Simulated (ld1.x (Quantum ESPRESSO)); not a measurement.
Before and after: PAW potential for Au

gold (Au), PAW, made with ld1.x (Quantum ESPRESSO) 7.5 (PBE, non-relativistic). Core [Kr] 4d10 4f14 5s2, reference 5p6 5d9 6s0 6p0 (charge +2). Waves: 6s (bound, empty): rcut 2.40, rcutus 2.55 bohr; 6s channel at 2.1 Ry: rcut 2.40, rcutus 2.55 bohr; 5p (bound): rcut 1.70, rcutus 2.30 bohr; 6p (bound, empty): rcut 1.70, rcutus 2.30 bohr; 5d (bound): rcut 1.35, rcutus 1.55 bohr; 5d channel at -1.35 Ry: rcut 1.35, rcutus 1.55 bohr. Local part: all-electron potential smoothed inside 1.65 bohr (lloc = -1). Core correction: Bessel-smoothed model core inside 0.95 bohr. Augmentation charge: GAUSS, radius 1.30 bohr.

Change: core correction Bessel-smoothed model core inside 1.76 bohr.

Cutoffs: the cutoffs (Ry, on a coarse ladder) from which the occupation-weighted sum of valence levels, in a spherical-Bessel basis at the reference potential, stays within 10 and 1 mRy of its value at 400 Ry; they do not see the model core or the augmentation charge, which bear on the density cutoff. Errors are all-electron minus pseudo energies relative to the spin-unpolarised reference configuration.

Predict the effect on cutoff, ghosts and configuration errors.

The potential gets neither clearly harder nor softer (45 Ry and 80 Ry → 45 Ry and 80 Ry); both files keep a bound ghost (s); of the 7 tests that both files solve, the error grows in 0 and shrinks in 1 by more than 15 % and 0.3 meV (median size 15.6 → 15.5 meV). A wider model core is smoother and lowers the density cutoff, which this test does not measure.

```csv
quantity,base,changed
"cutoff, loose",45 Ry,45 Ry
"cutoff, tight",80 Ry,80 Ry
bound ghosts,s,s
"error for 5p6 5d10 6s1 6p0, meV [ΔE -29.14 eV]",+17,+15
"error for 5p6 5d10 6s0 6p0, meV [ΔE -21.86 eV]",-6.8,-6.9
"error for 5p6 5d8 6s0 6p0, meV [ΔE 34.79 eV]",-16,-16
"error for 5p6 5d7 6s0 6p0, meV [ΔE 83.64 eV]",-87,-88
"error for 5p6 5d10 6s0 6p1, meV [ΔE -25.69 eV]",-3.0,-3.2
"error for 5p6 5d10 6s0.5 6p0, meV [ΔE -26.31 eV]",+2.8,+2.1
"error for 5p6 5d9 6s1 6p1, meV [ΔE -20.26 eV]",+27,+26
s: phases at 2.75 bohr within 0.05 rad from the reference energy up to (Ry; the scan ends near 5),3.8,3.8
p: phases at 2.75 bohr within 0.05 rad from the reference energy up to (Ry; the scan ends near 5),2.6,2.6
d: phases at 2.75 bohr within 0.05 rad from the reference energy up to (Ry; the scan ends near 5),to the end of the scan,to the end of the scan
lowest overlap eigenvalue by channel,"s 0.35, p 0.67, d 0.79","s 0.35, p 0.67, d 0.79"
```

 A true bound ghost makes a file unfit for plane-wave use even where its test errors are small: the radial tests pick states by their node count and pass the ghost by.
